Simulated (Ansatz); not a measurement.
Frontier orbitals of CH$_{4}$ClFOSi (`C[Si](O)(F)Cl`).

Z-matrix (Å, degrees):
```
C
Si 1 1.834
H 1 1.092 2 110.0
H 1 1.091 2 110.4 3 -119.8
H 1 1.091 2 110.5 3 120.0
O 2 1.623 1 109.4 3 58.2
F 2 1.591 1 110.3 3 -62.8
Cl 2 2.049 1 112.0 3 -179.6
H 6 0.958 2 119.2 1 170.2
```

Charge 0, multiplicity 1. The geometry is a stationary point of PBE0-D4/def2-TZVP. It is one conformer, not always the lowest. Basis def2-TZVPP, Ansatz.

| functional | HOMO (eV) | LUMO (eV) |
| --- | --- | --- |
| revPBE | -7.68 | -0.13 |

Problem. Give HOMO and LUMO (eV) with LDA (SPW92), PBE, BLYP, r2SCAN, B97M-V, PBE0, B3LYP, r2SCANh, r2SCAN0, HSE06 (plane-wave form), BHLYP, CAM-B3LYP, LC-ωPBE, ωB97X-V, ωB97M-V, HF. (Estimate.)

Solution. Computed: 
```json
{"functional": "LDA (SPW92)", "HOMO": "-7.91", "LUMO": "-0.38"}
{"functional": "PBE", "HOMO": "-7.74", "LUMO": "-0.22"}
{"functional": "BLYP", "HOMO": "-7.60", "LUMO": "-0.26"}
{"functional": "r2SCAN", "HOMO": "-8.14", "LUMO": "0.48"}
{"functional": "B97M-V", "HOMO": "-8.22", "LUMO": "0.07"}
{"functional": "PBE0", "HOMO": "-9.27", "LUMO": "0.67"}
{"functional": "B3LYP", "HOMO": "-8.99", "LUMO": "0.29"}
{"functional": "r2SCANh", "HOMO": "-8.70", "LUMO": "0.75"}
{"functional": "r2SCAN0", "HOMO": "-9.53", "LUMO": "1.13"}
{"functional": "HSE06 (plane-wave form)", "HOMO": "-8.87", "LUMO": "0.30"}
{"functional": "BHLYP", "HOMO": "-10.61", "LUMO": "1.31"}
{"functional": "CAM-B3LYP", "HOMO": "-10.69", "LUMO": "1.44"}
{"functional": "LC-ωPBE", "HOMO": "-12.12", "LUMO": "2.81"}
{"functional": "ωB97X-V", "HOMO": "-11.73", "LUMO": "2.59"}
{"functional": "ωB97M-V", "HOMO": "-11.57", "LUMO": "2.14"}
{"functional": "HF", "HOMO": "-12.69", "LUMO": "3.41"}
```

B3LYP here is the variant with VWN-RPA as its local correlation; programs differ in this. LC-ωPBE has ω = 0.4 bohr⁻¹. Positive LUMOs are unbound and depend on the basis.
